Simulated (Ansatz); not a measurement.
Cost and result for the atomization energy of CH$_{3}$InO$_{2}$Se, SMILES `O=[C]([SeH])[InH][OH]` (8 atoms, 7 bonds).

The species carries charge 0 and has multiplicity 1. Correlated methods include outer-core shells of In, Se, which these sets cover unevenly. Scalar relativity is left out up to krypton. In takes the def2 core potential. Geometry: relaxed with PBE0-D4/def2-TZVP. It is one conformer, not always the lowest. Program: Ansatz. All runs use 4 threads of an AMD EPYC 7571 on a shared host. Times are those of one run each, without the atoms' runs, and a repeat can differ threefold. Electronic energies, without spin–orbit coupling; frozen cores. CCSD(T)/CBS adds CCSD(T) − MP2 in def2-TZVPP to the MP2 limit, and its time is that of the two runs behind it. T1 = 0.017. With those shells the extrapolation isn't a true limit. HSE06 is the plane-wave form, built on full-range PBE exchange.

CCSD(T)/CBS is a level of theory with its own doubt, some kJ/mol a heavy atom from the limit and from the frozen cores, so smaller differences don't rank the functionals.

| level | functions | wall time | atomization (kJ/mol) | difference from CCSD(T)/CBS | per bond |
| --- | --- | --- | --- | --- | --- |
| LDA (SPW92)/def2-TZVPP | 233 | 4.4 s | 3097.3 | 517.5 | 73.9 |
| revPBE-D4/def2-TZVPP | 233 | 7.5 s | 2577.1 | -2.7 | -0.4 |
| PBE-D4/def2-TZVPP (with forces) | 233 | 9 s | 2675.5 | 95.7 | 13.7 |
| HSE06-D4/def2-TZVPP | 233 | 13 s | 2553.7 | -26.1 | -3.7 |
| CAM-B3LYP-D4/def2-TZVPP | 233 | 15 s | 2551.6 | -28.2 | -4.0 |
| r2SCANh-D4/def2-TZVPP | 233 | 16 s | 2546.6 | -33.2 | -4.7 |
| B2PLYP/def2-TZVPP | 233 | 21 s | 2521.1 | -58.7 | -8.4 |
| PBE-QIDH/def2-TZVPP | 233 | 22 s | 2515.8 | -64.0 | -9.1 |
| B97M-V/def2-TZVPP | 233 | 26 s | 2572.2 | -7.6 | -1.1 |
| CCSD(T)/def2-SVP | 115 | 47 s | 2356.4 | -223.4 | -31.9 |
| MP2/def2-QZVPP | 432 | 56 s | 2622.1 | 42.3 | 6.0 |
| CCSD(T)/def2-TZVPP | 233 | 13 min | 2486.2 | -93.6 | -13.4 |
| CCSD(T)/CBS(def2) | – | 14 min | 2579.8 | 0.0 | 0.0 |

At CCSD(T), def2-SVP lies −223.4 kJ/mol from the extrapolated value and def2-TZVPP −93.5 kJ/mol: correlation converges slowly with the basis, and small sets miss more of it in the bonded molecule than in its fragments. In def2-TZVPP, CCSD(T) changes the Hartree–Fock value by +921.7 kJ/mol (the triples alone add +77.5 kJ/mol) and MP2 by +1002.1 kJ/mol; breaking electron pairs costs correlation energy, which Hartree–Fock lacks. From BLYP to BHLYP (50 % exact exchange), in def2-TZVPP and without D4, the atomization energy moves by −196.1 kJ/mol: exact exchange takes away binding that semilocal exchange gives to molecules.

Spin–orbit coupling would lower the free In atoms strongly, and the atomization energy with them, by more than many differences here. For some Ge, Se and Sn compounds the MP2-based and the directly extrapolated limit differ by 10 to 25 kJ/mol.
